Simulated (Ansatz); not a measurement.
C4H9AlBrN (SMILES C=[CH][Al]([Br])[N](C)C), singlet, at a GFN2-xTB geometry (such geometries of metal compounds can be far from the true shape), with bond 12-9 at 1.8 times its length; SC-NEVPT2/STO-3G, CASSCF(6,6) in Ansatz (a quantum-chemistry and plane-wave program).

Input for Ansatz:
Ansatz 0.2 input:
```yaml
crystal:
  periodic: [false, false, false]
  atoms:
    - {symbol: Al, position_ang: [-0.19723397, -0.03689773, -0.36157115]}
    - {symbol: Br, position_ang: [1.84357728, -0.45547686, 0.51445787]}
    - {symbol: C, position_ang: [-0.49799218, -0.68956870, -2.20253612]}
    - {symbol: C, position_ang: [-1.66345359, -0.87989141, -2.81746410]}
    - {symbol: H, position_ang: [0.40280298, -0.97148634, -2.75910908]}
    - {symbol: H, position_ang: [-1.73669805, -1.27959527, -3.82110957]}
    - {symbol: H, position_ang: [-2.60650705, -0.64417294, -2.34669739]}
    - {symbol: N, position_ang: [-1.36484791, 0.84549957, 0.67926654]}
    - {symbol: C, position_ang: [-2.58776223, 1.41240936, 0.13829425]}
    - {symbol: C, position_ang: [-1.26006702, 1.05402954, 2.11637081]}
    - {symbol: H, position_ang: [-3.47504697, 0.93489083, 0.56990175]}
    - {symbol: H, position_ang: [-2.69189925, 3.34646544, 0.51386585]}
    - {symbol: H, position_ang: [-2.59972164, 1.26910054, -0.94233898]}
    - {symbol: H, position_ang: [-1.28195610, 2.12281892, 2.35756168]}
    - {symbol: H, position_ang: [-2.08814844, 0.56768289, 2.64490378]}
    - {symbol: H, position_ang: [-0.32068629, 0.63486711, 2.48148771]}
basis:
  gaussian:
    orbitals: STO-3G
magnetization: {spin_polarized: false}
correlation: {method: sc_nevpt2, electrons: all, active_space: {window: {electrons: 6, orbitals: 6}}}
```

It wrote (shortened):

```
Functional definition: HF
749 factors; integrals over basis functions are off by at most 5.1e-5 eV
mean field evaluation 1: about -81417.4623 eV, gradient 2.5e1 eV
mean field evaluation 2: about -81417.7021 eV, gradient 2.5e1 eV
mean field evaluation 4: about -81420.9825 eV, gradient 2.8e0 eV
mean field evaluation 8: about -81421.0226 eV, gradient 9.4e-4 eV
mean field -81421.02262434 eV, -2992.1673922932 hartree, gradient 2.0e-6 eV, S^2 0.000000; 0 other end points of the search recorded, 0 dependent functions left out; unrestricted orbitals would lower it
reference -81421.02262434 eV, -2992.1673922932 hartree; 44, 44 occupied and 17, 17 virtual orbitals, 749 factors
state -81424.95204737 eV, -2992.3117959261 hartree
state -81424.95204737 eV, -2992.3117959261 hartree; corrected -81431.79739136 eV, -2992.5633576777 hartree
Total energy: -81431.79739136 eV, -2992.5633576777 hartree
```
